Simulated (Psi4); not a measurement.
I$_{3}$In (SMILES [I][In]([I])[I]), singlet, at a GFN2-xTB geometry (such geometries of metal compounds can be far from the true shape) (core potentials on I, In); B3LYP5/def2-SVP (Psi4).

Here is a job for Psi4.
```
memory 2 GB

molecule {
0 1
In   -0.00000000   -0.00000000    0.00000000
I     2.54499834   -0.41292967   -0.80803752
I    -0.93309036   -1.23964966    2.21202695
I    -1.61190798    1.65257933   -1.40398942
}

set {
  basis def2-svp
  scf_type pk
  puream true
  d_convergence 1e-8
  dft_radial_points 99
  dft_spherical_points 590
}

energy('b3lyp5')
print_variables()
```

Output, abridged:

```
   => Loading Basis Set <=

    Name: DEF2-SVP
    Role: ORBITAL
    Keyword: BASIS

    !!!  WARNING: ECP capability is in beta. Please check occupations closely.  !!!

         ---------------------------------------------------------
                                   SCF
               by Justin Turney, Rob Parrish, Andy Simmonett
                          and Daniel G. A. Smith
                              RKS Reference
         ---------------------------------------------------------

  ==> Geometry <==

    Molecular point group: c2v
    Full point group: C2v

    Geometry (in Angstrom), charge = 0, multiplicity = 1:

       Center              X                  Y                   Z               Mass
    ------------   -----------------  -----------------  -----------------  -----------------
         IN           0.000000000000    -0.000000000000     0.000000001331   114.903878776000
         I           -0.000000000000     2.339944248796    -1.350967438829   126.904471900000
         I            0.000000000000    -2.339944248796    -1.350967438829   126.904471900000
         I            0.000000000000     0.000000000000     2.701934876453   126.904471900000

  Running in c2v symmetry.

  Rotational constants: A =      0.01213  B =      0.01213  C =      0.00607 [cm^-1]
  Rotational constants: A =    363.66312  B =    363.66312  C =    181.83156 [MHz]
  Nuclear repulsion =  520.480804870034490

  Charge       = 0
  Multiplicity = 1
  Electrons    = 96
  Nalpha       = 48
  Nbeta        = 48

  ==> Algorithm <==

  SCF Algorithm Type is PK.
  DIIS enabled.
  MOM disabled.
  Fractional occupation disabled.
  Guess Type is SAD.
  Energy threshold   = 1.00e-06
  Density threshold  = 1.00e-08
  Integral threshold = 1.00e-12

  ==> Primary Basis <==

  Basis Set: DEF2-SVP
    Blend: DEF2-SVP
    Number of shells: 40
    Number of basis functions: 104
    Number of Cartesian functions: 112
    Spherical Harmonics?: true
    Max angular momentum: 2

  Core potential: DEF2-SVP
    Number of shells: 16
    Number of ECP primitives: 105
    Number of ECP core electrons: 112
    Max angular momentum: 3

  ==> DFT Potential <==

   => LibXC <=

    Version 7.1.2
    S. Lehtola, C. Steigemann, M. J. T. Oliveira, and M. A. L. Marques,  SoftwareX 7, 1–5 (2018) (10.1016/j.softx.2017.11.002)

   => Composite Functional: B3LYP5 <=

    B3LYP5 Hyb-GGA Exchange-Correlation Functional

[...]
   @RKS iter   7: -1083.38285430911037   -4.93883e-07   5.50866e-06 DIIS
   @RKS iter   8: -1083.38285438360640   -7.44960e-08   1.28653e-06 DIIS
   @RKS iter   9: -1083.38285438811977   -4.51337e-09   8.68357e-08 DIIS
   @RKS iter  10: -1083.38285438814250   -2.27374e-11   3.99223e-08 DIIS
   @RKS iter  11: -1083.38285438814773   -5.22959e-12   3.19680e-09 DIIS
  Energy and wave function converged.

  ==> Post-Iterations <==

   Electrons on quadrature grid:
      Ntotal   =   95.9999938387 ; deviation = -6.161e-06

    Orbital Energies [Eh]
    ---------------------

    Doubly Occupied:

[...]
    Virtual:

[...]
    Final Occupation by Irrep:
             A1    A2    B1    B2
    DOCC [    19,    6,    9,   14 ]
    NA   [    19,    6,    9,   14 ]
    NB   [    19,    6,    9,   14 ]

  @RKS Final Energy: -1083.38285438814773

   => Energetics <=

    Nuclear Repulsion Energy =            520.4808048700344898
    One-Electron Energy =               -2927.7972771510640086
    Two-Electron Energy =                1391.5218567510908088
    DFT Exchange-Correlation Energy =     -67.5882388582087970
    Empirical Dispersion Energy =           0.0000000000000000
    VV10 Nonlocal Energy =                  0.0000000000000000
    Total Energy =                      -1083.3828543881477344

Computation Completed

Properties will be evaluated at   0.000000,   0.000000,   0.000000 [a0]

Properties computed using the SCF density matrix

 Multipole Moments:

 ------------------------------------------------------------------------------------
     Multipole            Electronic (a.u.)      Nuclear  (a.u.)        Total (a.u.)
 ------------------------------------------------------------------------------------

 L = 1.  Multiply by 2.5417464519 to convert [e a0] to [Debye]
 Dipole X            :          0.0000000            0.0000000            0.0000000
 Dipole Y            :          0.0000000            0.0000000            0.0000000
 Dipole Z            :         -0.0000051           -0.0000000           -0.0000051
 Magnitude           :                                                    0.0000051

 ------------------------------------------------------------------------------------

  Variable Map:
  ----------------------------------------------------------------------------
[...]
  Array Variable Map:
  ----------------------------------------------------------------------------
[...]
[...]
```
